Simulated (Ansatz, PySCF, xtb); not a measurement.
Reaction R1 + R2 → P1 + P2, each structure at its B3LYP-D3(BJ)/def2-TZVP stationary point, reached from a drawn start (curvature not checked).
R1: H4O3Si (SMILES O[SiH](O)O), charge 0, multiplicity 1.
P1, H4O4Si (SMILES O[Si](O)(O)O) (charge 0, multiplicity 1):
```xyz
9

O      0.7081     1.1987    -0.8582
Si     0.0000     0.0000     0.0000
O     -1.0415     0.7229     1.0331
O     -0.6737    -1.0153    -1.0910
O      1.0071    -0.9063     0.9160
H      0.9090     2.0138    -0.3917
H     -1.3354     0.2110     1.7908
H     -1.0702    -0.6211    -1.8719
H      1.4966    -1.6037     0.4727
```
P2, H2 (SMILES [H][H]) (charge 0, multiplicity 1, Z-matrix in Å and degrees):
```
H
H 1 0.7440
```
R2: H2O (SMILES O), charge 0, multiplicity 1.

P less R. No zero-point or thermal terms. One arrangement of each flexible species, with no search for the lowest.

The values were computed with Ansatz (a quantum-chemistry and plane-wave program); PySCF for the D3/D4 terms; xtb for the GFN methods. No computed number here is a measurement.

### Question
One of these levels gives -4.24 kcal/mol for the reaction energy. Which?
A. r2SCAN-D4/def2-TZVPP
B. HF/cc-pV(D+d)Z
C. GFN1-xTB

### Answer
C, GFN1-xTB. The others give -21.57 (HF/cc-pV(D+d)Z), -26.64 (r2SCAN-D4/def2-TZVPP)
